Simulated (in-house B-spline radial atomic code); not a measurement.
Orbital energies and mean radii along the 22-electron series, configuration [Ar] 3d4. The effective charge is n√(-2ε), a non-relativistic measure. Computed with an all-electron radial atomic-structure program (B-spline basis): non-relativistic Hartree-Fock, average of the configuration, point nuclei.

| ion | Z | energy of 3d (Eh) | mean radius of 3d (bohr) | energy of 2s (Eh) | mean radius of 2s (bohr) | energy of 1s (Eh) | mean radius of 1s (bohr) | energy of 2p (Eh) | mean radius of 2p (bohr) | effective charge of 3d |
| --- | --- | --- | --- | --- | --- | --- | --- | --- | --- | --- |
| V+ | 23 | -0.54373 | 1.4884 | -23.956 | 0.30875 | -201.61 | 0.066998 | -20.109 | 0.27401 | 3.1284 |
| Cr2+ | 24 | -1.1388 | 1.1989 | -27.09 | 0.29404 | -221.25 | 0.064147 | -23.02 | 0.26007 | 4.5276 |
| Mn3+ | 25 | -1.884 | 1.029 | -30.533 | 0.28066 | -241.94 | 0.061529 | -26.236 | 0.24748 | 5.8234 |
| Fe4+ | 26 | -2.7619 | 0.91146 | -34.258 | 0.26842 | -263.65 | 0.059115 | -29.733 | 0.23603 | 7.0509 |
| Co5+ | 27 | -3.7651 | 0.82285 | -38.254 | 0.25719 | -286.38 | 0.056883 | -33.5 | 0.22559 | 8.2324 |
| Ni6+ | 28 | -4.8895 | 0.75257 | -42.515 | 0.24685 | -310.12 | 0.054813 | -37.53 | 0.21602 | 9.3815 |
| Cu7+ | 29 | -6.1328 | 0.69491 | -47.037 | 0.2373 | -334.86 | 0.052888 | -41.821 | 0.20721 | 10.507 |
| Zn8+ | 30 | -7.4931 | 0.64644 | -51.819 | 0.22844 | -360.61 | 0.051094 | -46.37 | 0.19909 | 11.614 |
| Ga9+ | 31 | -8.9695 | 0.60494 | -56.858 | 0.22021 | -387.37 | 0.049416 | -51.176 | 0.19157 | 12.706 |

Task: How does the screening of 3d change?

Result: Z less the effective charge goes from 19.87 at Z = 23 to 18.29 at Z = 31.
